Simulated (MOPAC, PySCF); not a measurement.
CH7B2N, SMILES `BCNB`, neutral singlet in the gas phase. 

Cartesian coordinates (Å):
SMILES: BCNB
```xyz
11

B      1.8424     0.2636     0.2759
C      0.4333     0.3836    -0.3583
N     -0.7166    -0.0232     0.4417
B     -1.8444    -0.6958     0.0021
H      2.7970     0.4925    -0.3997
H      1.9896     0.0059     1.4320
H      0.3928    -0.1274    -1.3256
H      0.3588     1.4549    -0.6339
H     -0.6258     0.2049     1.4209
H     -2.6954    -0.9729     0.7909
H     -1.9318    -0.9862    -1.1534
```
Charge 0, multiplicity 1.

All levels are single points at this geometry (B3LYP-D3(BJ)/def2-TZVP); Pople sets use spherical d functions. Orbital energies aren't observables, and empty levels follow the basis.

```csv
level,HOMO (eV),LUMO (eV),gap (eV),dipole (D),"vertical IE, Delta-SCF (eV)"
ωB97X-D3(BJ)/def2-TZVP in PySCF,-10.24,0.56,10.80,1.67,10.08
B3LYP/3-21G in PySCF,-7.28,-1.66,5.62,2.07,–
B3LYP/6-31G* in PySCF,-7.24,-1.47,5.77,1.81,9.76
HF/6-31G* in PySCF,-10.64,2.72,13.36,1.61,8.59
HF/STO-3G in PySCF,-9.07,6.55,15.62,1.66,–
AM1 in MOPAC,-10.16,1.33,11.49,1.45,–
PM3 in MOPAC,-10.71,-0.08,10.63,2.77,–
PM6 in MOPAC,-10.06,-0.40,9.66,2.41,–
PM7 in MOPAC,-10.04,-0.81,9.23,2.70,–
```
